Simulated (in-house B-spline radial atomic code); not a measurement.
**PBE excitations of the xenon ion Xe⁸⁺**

Method: PBE. Computed with an all-electron radial atomic-structure program (B-spline basis): linear response of the closed shell [Kr] 4d10 with the functional's adiabatic kernel; scalar-relativistic (spin-free one-electron X2C), finite nucleus, no spin-orbit coupling, no double excitations, S, P, D and F terms only; shells from n = 2 respond. Only terms of natural parity with L up to 3 were computed.

Command:
```bash
python run_td.py task.json out
```
Settings (radii: box in bohr, nucleus in fm):
```
Z                        54
electrons                46
configuration            [Kr] 4d10
hamiltonian              x2c
method                   pbe,pbe
box_radius               11.59
rms_radius               4.7859
intervals                69
```

Time taken, with all properties: 1.3 s on 1 thread of Intel(R) Xeon(R) 6975P-C (Granite Rapids) (shared host).

The lowest states, in the order of their Tamm-Dancoff energies; the method's threshold (minus the highest occupied level) is 167.77 eV. Labels give the largest channel, * marks a mixed state, and oscillator strengths are full-response dipole values. Semilocal kernels can invert the small singlet-triplet splittings of Rydberg terms. Energies in eV:

```
     state  full response  Tamm-Dancoff  oscillator strength
4d → 5s 3D              ?             ?                    -
4d → 5s 1D          54.52         54.53                    -
4d → 5p 3P          70.02         70.05                    -
4d → 5p 3F          70.26         70.27                    -
4d → 5p 1F              ?             ?                    -
4d → 5p 1P          72.08         72.16                0.982
4d → 4f 3P          82.22         82.27                    -
4d → 4f 3F          83.43         83.47                    -
4d → 4f 1F          86.51         86.58                    -
4d → 5d 3S          93.73         93.76                    -
```

(1) Where does 4d → 5p 1F lie?

(2) Where does 4d → 5s 3D lie?

(3) How large is the singlet-triplet splitting of 4d → 5s (D terms) in Tamm-Dancoff?

(4) What polarisabilities and dispersion coefficient does the method give?

Answers

(1) At 70.85 eV in full response, 70.85 eV in Tamm-Dancoff.

(2) At 53.62 eV in full response, 53.63 eV in Tamm-Dancoff.

(3) 0.893 eV, from the unrounded values.

(4) Dipole 0.8559 bohr³, quadrupole 0.8968 bohr⁵, C6 2.156 hartree·bohr⁶ for two such species.
